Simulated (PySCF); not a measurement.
Structure problem from calculated spectra and properties.

Formula: C5H11FO.

* 1H NMR: chemical shifts (computed TMS as zero) by class: 4.73 (2 H), 3.65 (3 H), 1.18 (6 H) ppm [GIAO PBE0/pcSseg-1]
* Rotational structure: rotational constants A, B, C: 2.739, 2.505, 1.867 GHz [GFN2-xTB]
* Dipole: 0.84 D [PBE0/pcSseg-1]
* NMR, other nuclei: isotropic shieldings of nuclei other than C and H, by class: 276 (1 O), 415 (1 F) ppm [GIAO PBE0/pcSseg-1]
* 13C NMR: chemical shifts (computed TMS as zero) by class: 96.3 (1 C), 77.6 (1 C), 55.1 (1 C), 23.6 (2 C) ppm [GIAO PBE0/pcSseg-1]

The electronic properties come from PySCF, for the isolated species, density fitting. Levels stand in brackets. One conformer (not necessarily the lowest) at the GFN2-xTB geometry, without solvent, vibrations or thermal averaging. NMR values are class means; diastereotopic atoms form classes of their own.

Task: Give a SMILES that accounts for the data.

Result: Numbering: `[CH3:1][O:2][C:3]([CH3:4])([CH3:5])[CH2:6][F:7]`. Its formula, C5H11FO, gives 0 degrees of unsaturation, so no ring and no π bond. 5 carbons fall into 4 classes; from least to most shielded: sp3 C–F carbon [C6] (96.3 ppm), sp3 carbon bound to oxygen [C3] (77.6 ppm), methoxy carbon [C1] (55.1 ppm), methyl carbon [C4/C5] (23.6 ppm, 2 C, up to 8.2 ppm apart in this geometry). Hydrogen classes from least to most shielded: 2 H on an sp3 C–F carbon, C6 (4.73 ppm), 3 H on a methoxy carbon, C1 (3.65 ppm), 6 H on 2 methyl carbons, C4/C5 (1.18 ppm, a mean of values up to 1.8 ppm apart in this geometry). The other shieldings belong to: 276 ppm, ether oxygen [O2]; 415 ppm, alkyl fluorine [F7]. The optimised geometry has point group C1 and is an asymmetric top. Structure: `COC(C)(C)CF`. Computed isomers that give other values at the same levels: `CC(C)O[C@H](C)F` (rotational constant A: 4.472 GHz; this holds for the one conformer computed); `CCOCCCF` (13C chemical shifts (computed TMS as zero) by class: 82.4 (1 C), 71.1 (1 C), 69.5 (1 C), 36.5 (1 C), 18.0 (1 C) ppm); `CO[C@H](C)CCF` (13C chemical shifts (computed TMS as zero) by class: 82.7 (1 C), 75.5 (1 C), 58.8 (1 C), 43.9 (1 C), 19.8 (1 C) ppm). The assignments are read from this structure; whether some other isomer fits the data as well wasn't checked.

Conformer computed: `[CH3:1][O:2][C:3]([CH3:4])([CH3:5])[CH2:6][F:7]`: C1–O2–C3–C4 -56°, O2–C3–C6–F7 -81°.
